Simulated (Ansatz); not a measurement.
Isolated molecules relaxed with PBE0-D4/def2-TZVP in Ansatz; ΔE leaves out vibrations. CCSD(T)/CBS is the MP2 limit (def2-TZVPP, def2-QZVPP) plus CCSD(T) − MP2 in def2-TZVPP, frozen cores. This one scheme is used for every species, atoms too. Functionals use def2-TZVPP. Open shells (•) are unrestricted, without spin–orbit coupling. Spin–orbit coupling would lower the free atoms: a little for B, C, O, Si. One conformer a species, not always the lowest.

`B[SiH2]/C=C/O` → B• + 2 C• + 7 H• + O• + Si•  (atomization)

```
        species  ωB97X-V energy (Eh)
`B[SiH2]/C=C/O`           -469.90301
             B•            -24.65377
             C•            -37.84659
             H•             -0.50049
             O•            -75.06843
            Si•           -289.31746
```

Problem. Work out ΔE.

Solution. ΔE = 7 × (-0.50049) + 2 × (-37.84659) + (-24.65377) + (-75.06843) + (-289.31746) − (-469.90301) = 1.66674 Eh = +4376.0 kJ/mol. CCSD(T)/CBS gives +4352.8 kJ/mol.

Largest T1 diagnostic among the species: 0.014.

From PBE to PBE0 (25 % exact exchange), in def2-TZVPP and without D4, ΔE moves by −74.7 kJ/mol: exact exchange takes away binding that semilocal exchange gives to molecules. In def2-TZVPP, CCSD(T) changes the Hartree–Fock value by +1081.0 kJ/mol (the triples alone add +72.6 kJ/mol) and MP2 by +1155.0 kJ/mol; breaking electron pairs costs correlation energy, which Hartree–Fock lacks. The D4 term adds +39.9 kJ/mol with B3LYP and +20.8 kJ/mol with PBE0; it sums over pairs of atoms, weighted by their polarisabilities, and B3LYP, whose exchange is more repulsive, gets the larger term.

B3LYP here is the variant with VWN-RPA as its local correlation; programs differ in this.

For atomizations the MP2-based limit and the directly extrapolated one differ by several kJ/mol either way, and by 10 to 25 for some Ge, Se and Sn compounds, so smaller differences from it don't rank the levels.
